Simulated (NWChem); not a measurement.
System: C₄H₄F₂; SMILES FC1=C(F)CC1

Input file for NWChem:

```
start job
memory heap 200 mb stack 900 mb global 1100 mb
geometry units angstroms noautosym nocenter noautoz
  F      1.605001     0.000000     1.123981
  C      0.668053     0.000000     0.199486
  C     -0.668053     0.000000     0.199486
  F     -1.605001     0.000000     1.123981
  C     -0.781963     0.000000    -1.293971
  C      0.781963     0.000000    -1.293971
  H     -1.235727     0.899217    -1.740148
  H     -1.235727    -0.899217    -1.740148
  H      1.235727    -0.899217    -1.740148
  H      1.235727     0.899217    -1.740148
end
basis spherical
  * library def2-svp
end
dft
  xc xpbe96 cpbe96
  iterations 150
end
cosmo
  dielec 2.0
end
task dft energy
```

NWChem printed, in part:

```
             Northwest Computational Chemistry Package (NWChem) 7.3.0
             --------------------------------------------------------

                             Geometry "geometry" -> ""
                             -------------------------

 Output coordinates in angstroms (scale by  1.889725989 to convert to a.u.)

  No.       Tag          Charge          X              Y              Z
 ---- ---------------- ---------- -------------- -------------- --------------
    1 F                    9.0000     1.60500100     0.00000000     1.12398100
    2 C                    6.0000     0.66805300     0.00000000     0.19948600
    3 C                    6.0000    -0.66805300     0.00000000     0.19948600
    4 F                    9.0000    -1.60500100     0.00000000     1.12398100
    5 C                    6.0000    -0.78196300     0.00000000    -1.29397100
    6 C                    6.0000     0.78196300     0.00000000    -1.29397100
    7 H                    1.0000    -1.23572700     0.89921700    -1.74014800
    8 H                    1.0000    -1.23572700    -0.89921700    -1.74014800
    9 H                    1.0000     1.23572700    -0.89921700    -1.74014800
   10 H                    1.0000     1.23572700     0.89921700    -1.74014800

 Effective nuclear repulsion energy (a.u.)     229.0524772995

  pbe96 is a nonlocal functional; adding pw91lda local functional.

                                 NWChem DFT Module
                                 -----------------

 Summary of "ao basis" -> "ao basis" (spherical)
 ------------------------------------------------------------------------------
       Tag                 Description            Shells   Functions and Types
 ---------------- ------------------------------  ------  ---------------------
 F                          def2-svp                 6       14   3s2p1d
 C                          def2-svp                 6       14   3s2p1d
 H                          def2-svp                 3        5   2s1p

 in cosmo_initialize ...

 solvent parameters
 solvname_short: unkn
 solvname_long:  unknown
 dielec:        2.0000

          ---------------
          -cosmo- solvent
          ---------------
 Cosmo: York-Karplus, doi: 10.1021/jp992097l
 dielectric constant -eps-     =   2.00
 screen = (eps-1)/(eps    )    =   0.50000
 surface charge correction     = lagrangian

   van der Waals surface
 --------------------------

 ---------- ATOMIC COORDINATES (A.U.) ------------ VDWR(ANG.) --
     1    3.03301210    0.00000000    2.12401611     1.720
     2    1.26243712    0.00000000    0.37697388     2.000
     3   -1.26243712    0.00000000    0.37697388     2.000
     4   -3.03301210    0.00000000    2.12401611     1.720
     5   -1.47769580    0.00000000   -2.44525063     2.000
     6    1.47769580    0.00000000   -2.44525063     2.000
     7   -2.33518543    1.69927373   -3.28840290     1.300
     8   -2.33518543   -1.69927373   -3.28840290     1.300
     9    2.33518543   -1.69927373   -3.28840290     1.300
    10    2.33518543    1.69927373   -3.28840290     1.300
 number of segments per atom =         32
 number of   points per atom =         32
 atom (   nspa,  nppa )
 ----------------------
    1 (     20,     0 )       0
    2 (     12,     0 )       0
    3 (     12,     0 )       0
    4 (     20,     0 )       0
    5 (     14,     0 )       0
    6 (     14,     0 )       0
    7 (     13,     0 )       0
    8 (     13,     0 )       0
    9 (     13,     0 )       0
   10 (     13,     0 )       0
 number of -cosmo- surface points =      144
 molecular surface =    143.875 angstrom**2
 molecular volume  =     94.667 angstrom**3
 G(cav/disp)       =      1.579 kcal/mol
 -lineq- algorithm             =   0
 -bem- low  level              =   2
 -bem- from -octahedral-
 gaussian surface charge width =   4.50000
 degree of switching           =   1.00000
 switching function tolerance  =   0.00010
 atomic radii =
 --------------
    1  9.000  1.720
    2  6.000  2.000
    3  6.000  2.000
    4  9.000  1.720
    5  6.000  2.000
    6  6.000  2.000
    7  1.000  1.300
    8  1.000  1.300
    9  1.000  1.300
   10  1.000  1.300
 ...... end of -cosmo- initialization ......

            General Information
            -------------------
          SCF calculation type: DFT
          Wavefunction type:  closed shell.
          No. of atoms     :    10
          No. of electrons :    46
           Alpha electrons :    23
            Beta electrons :    23
          Charge           :     0
          Spin multiplicity:     1
          Use of symmetry is: off; symmetry adaption is: off
          Maximum number of iterations: 150
          AO basis - number of functions:   104
                     number of shells:    48
          Convergence on energy requested:  1.00D-06
          Convergence on density requested:  1.00D-05
          Convergence on gradient requested:  5.00D-04

              XC Information
              --------------
          PerdewBurkeErnzerhof Exchange Functional  1.000
            Perdew 1991 LDA Correlation Functional  1.000 local
           PerdewBurkeErnz. Correlation Functional  1.000 non-local

             Grid Information
             ----------------
          Grid used for XC integration:  medium
          Radial quadrature: Mura-Knowles
          Angular quadrature: Lebedev.
          Tag              B.-S. Rad. Rad. Pts. Rad. Cut. Ang. Pts.
          ---              ---------- --------- --------- ---------
          F                   0.50       49          11.0       434
          C                   0.70       49           9.0       434
          H                   0.35       45           9.0       434
          Grid pruning is: on
          Number of quadrature shells:   474
          Spatial weights used:  Erf1

      Superposition of Atomic Density Guess
      -------------------------------------

 Sum of atomic energies:        -351.08138089

      Non-variational initial energy
      ------------------------------

 Total energy =    -354.435128
 1-e energy   =    -936.875242
 2-e energy   =     353.387636
 HOMO         =      -0.232916
 LUMO         =       0.098823

   convergence    iter        energy       DeltaE   RMS-Dens  Diis-err
 ---------------- ----- ----------------- --------- --------- ---------
     COSMO gas phase
 d= 0,ls=0.0,diis     1   -353.7044667876 -5.83D+02  2.00D-02  8.58D-01
 d= 0,ls=0.0,diis     2   -353.5992333832  1.05D-01  1.05D-02  2.17D+00
 d= 0,ls=0.0,diis     3   -353.7905350747 -1.91D-01  2.51D-03  1.09D-01
 d= 0,ls=0.0,diis     4   -353.7982830467 -7.75D-03  1.14D-03  9.40D-03
 d= 0,ls=0.0,diis     5   -353.7991108501 -8.28D-04  3.67D-04  1.02D-03
  Resetting Diis
 d= 0,ls=0.0,diis     6   -353.7992513019 -1.40D-04  5.58D-05  2.64D-05
 d= 0,ls=0.0,diis     7   -353.7992546245 -3.32D-06  2.74D-05  1.77D-06
 d= 0,ls=0.0,diis     8   -353.7992545002  1.24D-07  1.53D-05  2.95D-06
 d= 0,ls=0.0,diis     9   -353.7992548131 -3.13D-07  1.60D-06  2.71D-08

   convergence    iter        energy       DeltaE   RMS-Dens  Diis-err
 ---------------- ----- ----------------- --------- --------- ---------
     COSMO solvation phase
 d= 0,ls=0.0,diis     1   -353.8003662843 -1.11D-03  6.61D-04  2.74D-04
 d= 0,ls=0.0,diis     2   -353.8004122637 -4.60D-05  2.48D-04  3.36D-04
 d= 0,ls=0.0,diis     3   -353.8004460721 -3.38D-05  4.70D-05  4.98D-05
 d= 0,ls=0.0,diis     4   -353.8004494930 -3.42D-06  2.03D-05  5.55D-06
 d= 0,ls=0.0,diis     5   -353.8004501603 -6.67D-07  4.03D-06  2.43D-07

         Total DFT energy =     -353.800450160326
      One electron energy =     -940.195417558613
           Coulomb energy =      401.018486137408
    Exchange-Corr. energy =      -43.693878807532
 Nuclear repulsion energy =      229.052477299540

             COSMO energy =        0.017882768871

 Numeric. integr. density =       45.999999396322

                                   COSMO solvation results
                                   -----------------------

                 gas phase energy =      -353.799254813099
                 sol phase energy =      -353.800450160326
 (electrostatic) solvation energy =         0.001195347227 (    0.75 kcal/mol)

                       DFT Final Molecular Orbital Analysis
                       ------------------------------------

 Vector   21  Occ=2.000000D+00  E=-3.176038D-01
              MO Center=  2.3D-06, -2.7D-08, -3.2D-01, r^2= 3.2D+00
   Bfn.  Coefficient  Atom+Function         Bfn.  Coefficient  Atom+Function
  ----- ------------  ---------------      ----- ------------  ---------------
    59      0.324170   5 C  s                73     -0.324170   6 C  s
    62      0.282146   5 C  pz               76     -0.282146   6 C  pz
     6      0.276180   1 F  pz               48     -0.276179   4 F  pz
    20      0.200810   2 C  pz               34     -0.200810   3 C  pz
    16     -0.198681   2 C  s                30      0.198681   3 C  s

 Vector   22  Occ=2.000000D+00  E=-2.985591D-01
              MO Center= -2.6D-06, -2.0D-10,  1.6D-01, r^2= 3.2D+00
   Bfn.  Coefficient  Atom+Function         Bfn.  Coefficient  Atom+Function
  ----- ------------  ---------------      ----- ------------  ---------------
     4      0.253928   1 F  px               46     -0.253928   4 F  px
     6     -0.242580   1 F  pz               48     -0.242581   4 F  pz
    62      0.212310   5 C  pz               76      0.212309   6 C  pz
    18      0.198495   2 C  px               32     -0.198495   3 C  px
     7     -0.172903   1 F  px               49      0.172903   4 F  px

 Vector   23  Occ=2.000000D+00  E=-2.031650D-01
              MO Center=  2.2D-07, -4.9D-11,  1.4D-01, r^2= 2.5D+00
   Bfn.  Coefficient  Atom+Function         Bfn.  Coefficient  Atom+Function
  ----- ------------  ---------------      ----- ------------  ---------------
    19      0.389737   2 C  py               33      0.389737   3 C  py
     5      0.259196   1 F  py               47      0.259196   4 F  py
    22      0.232856   2 C  py               36      0.232856   3 C  py
     8     -0.204638   1 F  py               50     -0.204638   4 F  py
    86     -0.116387   7 H  s                91      0.116387   8 H  s

 Vector   24  Occ=0.000000D+00  E= 3.627462D-03
              MO Center= -2.8D-07, -6.5D-10,  3.6D-02, r^2= 2.5D+00
   Bfn.  Coefficient  Atom+Function         Bfn.  Coefficient  Atom+Function
  ----- ------------  ---------------      ----- ------------  ---------------
    22      0.505916   2 C  py               36     -0.505916   3 C  py
    19      0.498191   2 C  py               33     -0.498191   3 C  py
    86      0.256685   7 H  s                91     -0.256685   8 H  s
    96      0.256685   9 H  s               101     -0.256685  10 H  s
     5      0.198562   1 F  py               47     -0.198562   4 F  py

 Vector   25  Occ=0.000000D+00  E= 4.824592D-02
              MO Center=  2.8D-07, -1.3D-08, -1.8D+00, r^2= 5.4D+00
   Bfn.  Coefficient  Atom+Function         Bfn.  Coefficient  Atom+Function
  ----- ------------  ---------------      ----- ------------  ---------------
    59      1.620907   5 C  s                73      1.620907   6 C  s
    86     -0.976166   7 H  s                91     -0.976166   8 H  s
    96     -0.976166   9 H  s               101     -0.976166  10 H  s
    63     -0.406551   5 C  px               77      0.406552   6 C  px
    17     -0.327173   2 C  s                31     -0.327173   3 C  s

 Vector   26  Occ=0.000000D+00  E= 7.311110D-02
              MO Center=  9.2D-07,  6.3D-09,  4.5D-01, r^2= 2.9D+00
   Bfn.  Coefficient  Atom+Function         Bfn.  Coefficient  Atom+Function
  ----- ------------  ---------------      ----- ------------  ---------------
    17      0.745764   2 C  s                31      0.745762   3 C  s
     3     -0.534692   1 F  s                45     -0.534692   4 F  s
    21      0.426934   2 C  px               35     -0.426934   3 C  px
    18      0.308170   2 C  px               32     -0.308170   3 C  px
    23      0.297436   2 C  pz               37      0.297436   3 C  pz

     Multipole analysis of the density
     ---------------------------------

     L   x y z        total         alpha         beta         nuclear
     -   - - -        -----         -----         ----         -------
     0   0 0 0     -0.000000    -23.000000    -23.000000     46.000000

     1   1 0 0     -0.000001     -0.000001     -0.000001      0.000000
     1   0 1 0      0.000000      0.000000      0.000000      0.000000
     1   0 0 1     -0.775343     -0.517350     -0.517350      0.259357

     2   2 0 0    -25.985563   -129.355419   -129.355419    232.725276
     2   1 1 0     -0.000000     -0.000000     -0.000000      0.000000
     2   1 0 1     -0.000001     -0.000000     -0.000000      0.000000
     2   0 2 0    -24.164046    -17.857086    -17.857086     11.550125
     2   0 1 1     -0.000000     -0.000000     -0.000000      0.000000
     2   0 0 2    -24.704417   -111.310555   -111.310555    197.916693
```

Level: PBE/def2-SVP, COSMO on the gas-phase geometry. Geometry: optimised at PBE0/def2-SVP. COSMO prints the solvation energy as gas minus solution, so a positive value is a stabilisation.
